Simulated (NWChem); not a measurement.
Program: NWChem. System: C2HF3O2, charge 1, spin multiplicity 2, at the geometry of a parent with another charge or spin, in a state set for the comparison that need not be this species' ground state. Its SCF solution wasn't tested for a lower state. Level: UHF/def2-SVP.

NWChem printed:

```
             Northwest Computational Chemistry Package (NWChem) 7.3.0
             --------------------------------------------------------

                                NWChem Input Module
                                -------------------

 Scaling coordinates for geometry "geometry" by  1.889725989
 (inverse scale =  0.529177249)

                             Geometry "geometry" -> ""
                             -------------------------

 Output coordinates in angstroms (scale by  1.889725989 to convert to a.u.)

  No.       Tag          Charge          X              Y              Z
 ---- ---------------- ---------- -------------- -------------- --------------
    1 O                    8.0000     1.57047900    -0.85906300     0.39799800
    2 C                    6.0000     0.91837600     0.22396400    -0.00095600
    3 O                    8.0000     1.40658800     1.27079900    -0.30206500
    4 C                    6.0000    -0.59722400    -0.04988800    -0.02931100
    5 F                    9.0000    -1.02360600    -0.40511500     1.17932400
    6 F                    9.0000    -1.24767100     1.03231400    -0.41090900
    7 F                    9.0000    -0.86880800    -1.03742100    -0.87803200
    8 H                    1.0000     2.51732100    -0.64634000     0.40068500

 Effective nuclear repulsion energy (a.u.)     338.4964968610

            Nuclear Dipole moment (a.u.)
            ----------------------------
        X                 Y               Z
 ---------------- ---------------- ----------------
     0.0000075589     0.0000113384    -0.0000113384


 Summary of "ao basis" -> "" (spherical)
 ------------------------------------------------------------------------------
       Tag                 Description            Shells   Functions and Types
 ---------------- ------------------------------  ------  ---------------------
 *                          def2-svp                  on all atoms

 Summary of "ao basis" -> "ao basis" (spherical)
 ------------------------------------------------------------------------------
       Tag                 Description            Shells   Functions and Types
 ---------------- ------------------------------  ------  ---------------------
 O                          def2-svp                 6       14   3s2p1d
 C                          def2-svp                 6       14   3s2p1d
 F                          def2-svp                 6       14   3s2p1d
 H                          def2-svp                 3        5   2s1p

                                 NWChem SCF Module
                                 -----------------

  ao basis        = "ao basis"
  functions       =   103
  atoms           =     8
  alpha electrons =    28
  beta  electrons =    27
  charge          =   1.00
  wavefunction    = UHF
  use symmetry    = F
  symmetry adapt  = F

 Summary of "ao basis" -> "ao basis" (spherical)
 ------------------------------------------------------------------------------
       Tag                 Description            Shells   Functions and Types
 ---------------- ------------------------------  ------  ---------------------
 O                          def2-svp                 6       14   3s2p1d
 C                          def2-svp                 6       14   3s2p1d
 F                          def2-svp                 6       14   3s2p1d
 H                          def2-svp                 3        5   2s1p

 Forming initial guess at       0.0s

 Starting SCF solution at       0.0s

 ----------------------------------------------
         Quadratically convergent UHF

 Convergence threshold     :          1.000E-07
 Maximum no. of iterations :          100
 Integral*density screening:          1.000E-09
 ----------------------------------------------

              iter       energy          gnorm     gmax       time
             ----- ------------------- --------- --------- --------
                 1     -523.4953438071  6.36D-01  9.91D-02      1.2
                 2     -523.5471741800  1.98D-01  8.28D-02      1.9
                 3     -523.5583436231  2.38D-02  8.58D-03      2.5
                 4     -523.5585626566  6.94D-04  2.82D-04      3.4
[...]
    45     -0.608480  4 C  s                 36      0.438161  3 O  py
   100     -0.434062  8 H  s                 73     -0.306227  6 F  s
     8     -0.262605  1 O  py                46     -0.260986  4 C  px

                     UHF Final Beta Molecular Orbital Analysis
                     -----------------------------------------

 Vector   25  Occ=1.000000D+00  E=-8.758873D-01
              MO Center= -1.0D+00, -2.2D-01, -8.5D-03, r^2= 2.0D+00
   Bfn.  Coefficient  Atom+Function         Bfn.  Coefficient  Atom+Function
  ----- ------------  ---------------      ----- ------------  ---------------
    61      0.400737  5 F  py                76     -0.359194  6 F  pz
    90      0.322823  7 F  pz                64     -0.274268  5 F  py
    89     -0.267501  7 F  py                79      0.247738  6 F  pz
    93     -0.220930  7 F  pz                92      0.183272  7 F  py

 Vector   26  Occ=1.000000D+00  E=-8.640830D-01
              MO Center= -2.9D-01, -3.6D-02, -1.1D-02, r^2= 2.7D+00
   Bfn.  Coefficient  Atom+Function         Bfn.  Coefficient  Atom+Function
  ----- ------------  ---------------      ----- ------------  ---------------
    74     -0.327925  6 F  px                18      0.316020  2 C  px
    88     -0.264598  7 F  px                60     -0.263275  5 F  px
    77      0.230427  6 F  px                16     -0.205944  2 C  s
    63      0.185639  5 F  px                91      0.186135  7 F  px
    46     -0.183916  4 C  px                 4     -0.172826  1 O  px

 Vector   27  Occ=1.000000D+00  E=-8.566340D-01
              MO Center=  1.4D+00, -2.3D-01,  1.9D-01, r^2= 1.8D+00
   Bfn.  Coefficient  Atom+Function         Bfn.  Coefficient  Atom+Function
  ----- ------------  ---------------      ----- ------------  ---------------
     6      0.513007  1 O  pz                 9      0.373232  1 O  pz
    34     -0.337960  3 O  pz                37     -0.245932  3 O  pz
     5      0.165273  1 O  py

 Vector   28  Occ=0.000000D+00  E=-3.071055D-01
              MO Center=  1.3D+00,  9.1D-01, -2.0D-01, r^2= 1.5D+00
   Bfn.  Coefficient  Atom+Function         Bfn.  Coefficient  Atom+Function
  ----- ------------  ---------------      ----- ------------  ---------------
    32      0.447381  3 O  px                35      0.425662  3 O  px
    45      0.299754  4 C  s                  3     -0.270035  1 O  s
    21      0.252536  2 C  px                 8     -0.190462  1 O  py
    46      0.187129  4 C  px                 5     -0.184376  1 O  py
    49      0.182434  4 C  px                33     -0.175634  3 O  py

 Vector   29  Occ=0.000000D+00  E=-1.842268D-01
              MO Center=  9.0D-01,  2.7D-01, -1.5D-02, r^2= 1.7D+00
   Bfn.  Coefficient  Atom+Function         Bfn.  Coefficient  Atom+Function
  ----- ------------  ---------------      ----- ------------  ---------------
    20      0.540300  2 C  pz                23      0.539680  2 C  pz
    37     -0.367843  3 O  pz                34     -0.314695  3 O  pz
     9     -0.278636  1 O  pz                 6     -0.234577  1 O  pz
    19      0.174425  2 C  py                22      0.173705  2 C  py
    51      0.158468  4 C  pz

 Vector   30  Occ=0.000000D+00  E=-5.078349D-02
              MO Center=  2.7D+00, -5.2D-01,  3.7D-01, r^2= 2.5D+00
   Bfn.  Coefficient  Atom+Function         Bfn.  Coefficient  Atom+Function
  ----- ------------  ---------------      ----- ------------  ---------------
   100      1.383129  8 H  s                  3     -0.750565  1 O  s
    17      0.515149  2 C  s                  7     -0.422017  1 O  px
    45     -0.306760  4 C  s                 31     -0.279652  3 O  s
    49     -0.230111  4 C  px                 4     -0.208837  1 O  px
    50     -0.174930  4 C  py                22      0.170875  2 C  py

 center of mass
 --------------
 x =  -0.09362736 y =   0.00380676 z =  -0.00841298

 moments of inertia (a.u.)
 ------------------
         467.589611549054         -31.214099676614         -20.323834264582
         -31.214099676614         728.014351259672          41.723513927030
         -20.323834264582          41.723513927030         849.636141480004

  Mulliken analysis of the total density
  --------------------------------------

    Atom       Charge   Shell Charges
 -----------   ------   -------------------------------------------------------
    1 O    8     8.17   1.99  1.09  0.65  2.82  1.60  0.02
    2 C    6     5.57   1.99  0.98  0.12  1.91  0.43  0.14
    3 O    8     7.84   1.99  1.16  0.68  2.70  1.29  0.02
    4 C    6     5.03   1.99  0.90 -0.08  1.78  0.23  0.21
    5 F    9     9.22   1.99  1.14  0.80  3.32  1.96  0.01
    6 F    9     9.22   1.99  1.14  0.79  3.33  1.96  0.01
    7 F    9     9.22   1.99  1.14  0.80  3.32  1.96  0.01
    8 H    1     0.71   0.63  0.01  0.07

  Mulliken analysis of the alpha density
  --------------------------------------

    Atom       Charge   Shell Charges
 -----------   ------   -------------------------------------------------------
    1 O    8     4.12   1.00  0.55  0.32  1.44  0.81  0.01
    2 C    6     2.69   0.99  0.48  0.05  0.90  0.19  0.08
    3 O    8     4.44   1.00  0.60  0.34  1.71  0.78  0.01
    4 C    6     2.56   0.99  0.46 -0.04  0.91  0.12  0.11
    5 F    9     4.61   1.00  0.57  0.40  1.67  0.98  0.01
    6 F    9     4.61   1.00  0.57  0.40  1.67  0.98  0.01
    7 F    9     4.61   1.00  0.57  0.40  1.67  0.98  0.01
    8 H    1     0.36   0.31  0.01  0.04

   Mulliken analysis of the beta density
   -------------------------------------

    Atom       Charge   Shell Charges
 -----------   ------   -------------------------------------------------------
    1 O    8     4.05   1.00  0.55  0.33  1.38  0.80  0.01
    2 C    6     2.88   1.00  0.50  0.07  1.01  0.24  0.06
    3 O    8     3.41   1.00  0.56  0.34  0.99  0.51  0.01
    4 C    6     2.48   0.99  0.44 -0.05  0.86  0.11  0.11
    5 F    9     4.61   1.00  0.57  0.40  1.66  0.98  0.01
    6 F    9     4.61   1.00  0.57  0.40  1.67  0.98  0.01
    7 F    9     4.61   1.00  0.57  0.40  1.66  0.98  0.01
    8 H    1     0.36   0.31  0.00  0.04

   Mulliken analysis of the spin density
   -------------------------------------

    Atom       Charge   Shell Charges
 -----------   ------   -------------------------------------------------------
    1 O    8     0.07  -0.00  0.00 -0.01  0.06  0.01 -0.00
    2 C    6    -0.19  -0.00 -0.03 -0.02 -0.11 -0.06  0.02
    3 O    8     1.03  -0.00  0.04 -0.00  0.72  0.27 -0.00
    4 C    6     0.08   0.00  0.02  0.01  0.05  0.00  0.00
    5 F    9     0.01   0.00  0.00 -0.00  0.01 -0.00 -0.00
    6 F    9    -0.00  -0.00 -0.00  0.00 -0.00  0.00  0.00
    7 F    9     0.01   0.00  0.00 -0.00  0.01 -0.00 -0.00
    8 H    1    -0.00  -0.00  0.00 -0.00

       Multipole analysis of the density wrt the origin
       ------------------------------------------------

     L   x y z        total         alpha         beta         nuclear
     -   - - -        -----         -----         ----         -------
     0   0 0 0      1.000000    -28.000000    -27.000000     56.000000

     1   1 0 0      2.707697      0.106750      2.600939      0.000008
     1   0 1 0      0.498455     -0.813439      1.311883      0.000011
     1   0 0 1      0.048515      0.271436     -0.222910     -0.000011

     2   2 0 0    -14.449058   -152.765086   -144.976930    283.292958
     2   1 1 0     -0.037922     -9.149890     -3.546411     12.658378
     2   1 0 1      0.872168     -4.885775     -6.115719     11.873662
     2   0 2 0    -25.678040    -87.841629    -81.790643    143.954232
     2   0 1 1     -0.008917     11.389615      9.946380    -21.344912
     2   0 0 2    -25.630509    -54.439268    -53.819233     82.627992

 Task  times  cpu:        7.0s     wall:        7.0s

 Total times  cpu:        7.1s     wall:        7.1s
```

Task: Write an NWChem input that would produce this output.

Result: One answer among several that fit: 
```
start mol
memory heap 200 mb stack 900 mb global 1100 mb
charge 1
geometry units angstroms nocenter noautoz noautosym
  O      1.570479    -0.859063     0.397998
  C      0.918376     0.223964    -0.000956
  O      1.406588     1.270799    -0.302065
  C     -0.597224    -0.049888    -0.029311
  F     -1.023606    -0.405115     1.179324
  F     -1.247671     1.032314    -0.410909
  F     -0.868808    -1.037421    -0.878032
  H      2.517321    -0.646340     0.400685
end
basis spherical
  * library def2-svp
end
scf
  uhf
  nopen 1
  maxiter 100
  thresh 1e-7
  semidirect memsize 60000000 filesize 0
  # guess.movecs holds the orbitals of an unrestricted PBE0 run
  vectors input guess.movecs output mol.movecs
end
task scf energy
```
